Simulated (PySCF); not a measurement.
Computed shifts of a molecule C₈H₁₁FS, PBE/pcSseg-1 (PySCF), GIAO, gas phase, equivalent atoms averaged, in ppm (number of nuclei): ¹³C: 166.3 (1), 165.7 (1), 116.8 (1), 108.9 (1), 42.0 (1), 39.7 (1), 39.6 (1), 33.4 (1). ¹⁹F: -151.7 (1). ¹H: 6.75 (1), 6.65 (1), 1.63 (9). References: ¹³C against TMS (σ = 182.0 ppm); ¹⁹F against CFCl3 (σ = 133.6 ppm); ³³S against H2S (σ = 706.5 ppm); ¹H against TMS (σ = 31.49 ppm), references at their B3LYP-D3(BJ)/def2-TZVP geometries, non-relativistic. The structure is a stationary point at B3LYP-D3(BJ)/def2-SVP. The values are those of a single conformer.

Problem. Pick the molecule that these values belong to.
(A) CC(C)(C)c1ccc(F)s1
(B) CC(C)(C)c1cscc1F
(C) CC(C)(C)c1csc(F)c1
(D) CC(C)(C)c1cc(F)cs1

Solution. D, CC(C)(C)c1cc(F)cs1
